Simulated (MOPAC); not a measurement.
A run for MOPAC: AM1 on C3H9N (a complex).

```
AM1 1SCF PRECISE CHARGE=0 THREADS=1
C3H9N

N     -0.21105797 1    -0.20862367 1     0.53718832 1
H     -0.71184606 1    -0.85499415 1    -0.06195207 1
H      0.73846623 1    -0.14825967 1     0.18706968 1
H     -0.16549372 1    -0.62345653 1     1.46245548 1
C      0.12427243 1    -1.01156106 1     4.23752655 1
C     -0.52054549 1     0.11574394 1     3.95960593 1
C      0.12427981 1     1.43046115 1     3.66011680 1
H      1.20751512 1    -1.04861730 1     4.27947602 1
H     -0.40460381 1    -1.93402214 1     4.44072770 1
H     -1.60705668 1     0.10213880 1     3.92955673 1
H     -0.22426761 1     2.20256084 1     4.35167898 1
H      1.21107224 1     1.36812152 1     3.73455666 1
H     -0.13617607 1     1.75959089 1     2.65072075 1
```

Output:

```
*******************************************************************************
 **                                                                           **
 **                              MOPAC v23.2.5                                **
 **                                                                           **
 *******************************************************************************
 ** MOPAC's Digital Object Identifier: https://doi.org/10.5281/zenodo.6511958 **
 **                                                                           **
 ** Please cite the open-source release paper for use of this MOPAC version:  **
 ** J. E. Moussa and J. J. P. Stewart (2026)                                  **
 ** MOPAC: An open-source semiempirical molecular orbital program             **
 ** J. Open Source Softw., 11(119), 8025, https://doi.org/10.21105/joss.08025 **
 *******************************************************************************

                              AM1 CALCULATION RESULTS

 *******************************************************************************
 *  AM1        - The AM1 Hamiltonian to be used
 *
 *
 *
 *                 CHARGE ON SYSTEM = 0
 *
 *
 *
 *  PRECISE    - TIGHTER CRITERIA TO BE USED
 *  1SCF       - DO 1 SCF AND THEN STOP
 *  THREADS=1  - MULTI-THREADING NOT USED
 *  T=         - A TIME OF 172800.0 SECONDS REQUESTED
 *  DUMP=N     - RESTART FILE WRITTEN EVERY 7200.0 SECONDS REQUESTED
 *******************************************************************************
AM1 1SCF PRECISE CHARGE=0 THREADS=1
 C3H9N

   ATOM   CHEMICAL          X               Y               Z
  NUMBER   SYMBOL      (ANGSTROMS)     (ANGSTROMS)     (ANGSTROMS)

     1       N         -0.21105797  *  -0.20862367  *   0.53718832  *
     2       H         -0.71184606  *  -0.85499415  *  -0.06195207  *
     3       H          0.73846623  *  -0.14825967  *   0.18706968  *
     4       H         -0.16549372  *  -0.62345653  *   1.46245548  *
     5       C          0.12427243  *  -1.01156106  *   4.23752655  *
     6       C         -0.52054549  *   0.11574394  *   3.95960593  *
     7       C          0.12427981  *   1.43046115  *   3.66011680  *
     8       H          1.20751512  *  -1.04861730  *   4.27947602  *
     9       H         -0.40460381  *  -1.93402214  *   4.44072770  *
    10       H         -1.60705668  *   0.10213880  *   3.92955673  *
    11       H         -0.22426761  *   2.20256084  *   4.35167898  *
    12       H          1.21107224  *   1.36812152  *   3.73455666  *
    13       H         -0.13617607  *   1.75959089  *   2.65072075  *



          CARTESIAN COORDINATES

    NO.       ATOM           X           Y           Z

     1         N         -0.2111     -0.2086      0.5372
     2         H         -0.7118     -0.8550     -0.0620
     3         H          0.7385     -0.1483      0.1871
     4         H         -0.1655     -0.6235      1.4625
     5         C          0.1243     -1.0116      4.2375
     6         C         -0.5205      0.1157      3.9596
     7         C          0.1243      1.4305      3.6601
     8         H          1.2075     -1.0486      4.2795
     9         H         -0.4046     -1.9340      4.4407
    10         H         -1.6071      0.1021      3.9296
    11         H         -0.2243      2.2026      4.3517
    12         H          1.2111      1.3681      3.7346
    13         H         -0.1362      1.7596      2.6507

  H: (AM1): M.J.S. DEWAR ET AL, J. AM. CHEM. SOC. 107 3902-3909 (1985)
  C: (AM1): M.J.S. DEWAR ET AL, J. AM. CHEM. SOC. 107 3902-3909 (1985)
  N: (AM1): M.J.S. DEWAR ET AL, J. AM. CHEM. SOC. 107 3902-3909 (1985)

           Empirical Formula: C3 H9 N  =    13 atoms



      MOLECULAR POINT GROUP   :   C1


      RHF CALCULATION, NO. OF DOUBLY OCCUPIED LEVELS = 13


 -------------------------------------------------------------------------------
 AM1 1SCF PRECISE CHARGE=0 THREADS=1
 C3H9N



     1SCF WAS SPECIFIED, SO BFGS WAS NOT USED
     SCF FIELD WAS ACHIEVED


                              AM1 CALCULATION
                                                       MOPAC v23.2.5 Linux




          FINAL HEAT OF FORMATION =          0.69781 KCAL/MOL =       2.91965 KJ/MOL


          COSMO AREA              =        124.36 SQUARE ANGSTROMS
          COSMO VOLUME            =        106.88 CUBIC ANGSTROMS

          IONIZATION POTENTIAL    =         10.040188 EV
          HOMO LUMO ENERGIES (EV) =        -10.040  1.345
          NO. OF FILLED LEVELS    =         13
          MOLECULAR WEIGHT        =         59.1108         POINT GROUP:  C1

          MOLECULAR DIMENSIONS (Angstroms)

            Atom       Atom       Distance
            H    11    H     2     5.39134
            H     9    H     3     4.12196
            H    10    H     8     3.05541


          SCF CALCULATIONS        =          1





   ATOM   CHEMICAL          X               Y               Z
  NUMBER   SYMBOL      (ANGSTROMS)     (ANGSTROMS)     (ANGSTROMS)

     1       N         -0.21105797  *  -0.20862367  *   0.53718832  *
     2       H         -0.71184606  *  -0.85499415  *  -0.06195207  *
     3       H          0.73846623  *  -0.14825967  *   0.18706968  *
     4       H         -0.16549372  *  -0.62345653  *   1.46245548  *
     5       C          0.12427243  *  -1.01156106  *   4.23752655  *
     6       C         -0.52054549  *   0.11574394  *   3.95960593  *
     7       C          0.12427981  *   1.43046115  *   3.66011680  *
     8       H          1.20751512  *  -1.04861730  *   4.27947602  *
     9       H         -0.40460381  *  -1.93402214  *   4.44072770  *
    10       H         -1.60705668  *   0.10213880  *   3.92955673  *
    11       H         -0.22426761  *   2.20256084  *   4.35167898  *
    12       H          1.21107224  *   1.36812152  *   3.73455666  *
    13       H         -0.13617607  *   1.75959089  *   2.65072075  *

                             CARTESIAN COORDINATES

   1    N       -0.211057970    -0.208623670     0.537188320
   2    H       -0.711846060    -0.854994150    -0.061952070
   3    H        0.738466230    -0.148259670     0.187069680
   4    H       -0.165493720    -0.623456530     1.462455480
   5    C        0.124272430    -1.011561060     4.237526550
   6    C       -0.520545490     0.115743940     3.959605930
   7    C        0.124279810     1.430461150     3.660116800
   8    H        1.207515120    -1.048617300     4.279476020
   9    H       -0.404603810    -1.934022140     4.440727700
  10    H       -1.607056680     0.102138800     3.929556730
  11    H       -0.224267610     2.202560840     4.351678980
  12    H        1.211072240     1.368121520     3.734556660
  13    H       -0.136176070     1.759590890     2.650720750


           Empirical Formula: C3 H9 N  =    13 atoms



      MOLECULAR POINT GROUP   :   C1


                  EIGENVALUES
 -35.17687 -32.36383 -28.10059 -20.62667 -16.02196 -15.70833 -15.66140 -14.37601
 -13.89072 -12.65183 -11.89369 -10.51141 -10.04019   1.34494   4.04213   4.24068
   4.37269   4.64825   4.81048   5.11938   5.19493   5.71411   5.90382   6.00075
   6.04066


              NET ATOMIC CHARGES AND DIPOLE CONTRIBUTIONS

  ATOM NO.   TYPE          CHARGE      No. of ELECS.   s-Pop       p-Pop
    1          N          -0.376917        5.3769     1.60960     3.76732
    2          H           0.122417        0.8776     0.87758
    3          H           0.121881        0.8781     0.87812
    4          H           0.130650        0.8694     0.86935
    5          C          -0.243195        4.2432     1.24044     3.00275
    6          C          -0.150096        4.1501     1.22848     2.92162
    7          C          -0.189563        4.1896     1.20673     2.98283
    8          H           0.107361        0.8926     0.89264
    9          H           0.110574        0.8894     0.88943
   10          H           0.115530        0.8845     0.88447
   11          H           0.080544        0.9195     0.91946
   12          H           0.072827        0.9272     0.92717
   13          H           0.097989        0.9020     0.90201
 DIPOLE           X         Y         Z       TOTAL
 POINT-CHG.     0.198    -0.160    -0.135     0.288
 HYBRID         0.532    -1.152    -0.003     1.269
 SUM            0.730    -1.312    -0.138     1.507


          ATOMIC ORBITAL ELECTRON POPULATIONS

     Atom    s        px        py        pz
    1  N   1.60960   1.17510   1.51964   1.07258
    2  H   0.87758
    3  H   0.87812
    4  H   0.86935
    5  C   1.24044   1.00268   0.97000   1.03008
    6  C   1.22848   0.99887   0.94384   0.97890
    7  C   1.20673   1.00308   0.95023   1.02952
    8  H   0.89264
    9  H   0.88943
   10  H   0.88447
   11  H   0.91946
   12  H   0.92717
   13  H   0.90201

 **********************
 *                    *
 * JOB ENDED NORMALLY *
 *                    *
 **********************




 == MOPAC DONE ==
```

The run finished.

Cost: very roughly 0.03 core-seconds.
